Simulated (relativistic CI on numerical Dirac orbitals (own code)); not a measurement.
W4+ (5d2) in a crystal field

Calculated by Dirac-Coulomb-Breit CI, orbitals from a KLI potential per configuration, QED by a radiative potential, valence Slater integrals scaled by 0.9, one configuration in a parametric crystal field (own radial code). With so little scaling, terms lie 10 to 35 % too far apart, which can change the order of excited levels.

Field parameters in Wybourne normalisation: Oh B⁴₀ = 21Dq, B⁴₄ = √(5/14) B⁴₀. The field is a parameter set, without covalency.

S is read from ⟨S²⟩ = S(S + 1).

Levels (cm⁻¹, degeneracy): 0 (2), 327 (3), 4321 (3), 5632 (1), 13169 (3), 13734 (2), 27030 (1), 28776 (1), 29714 (3), 30800 (3), 31011 (2), 37948 (1).

Which field gives this pattern?
A. Oh, 10Dq = 35700 cm⁻¹
B. Oh, 10Dq = 42500 cm⁻¹
C. Oh, 10Dq = 28900 cm⁻¹
D. Oh, 10Dq = 15300 cm⁻¹

C. Oh, 10Dq = 28900 cm⁻¹, ground level with S = 0.98.
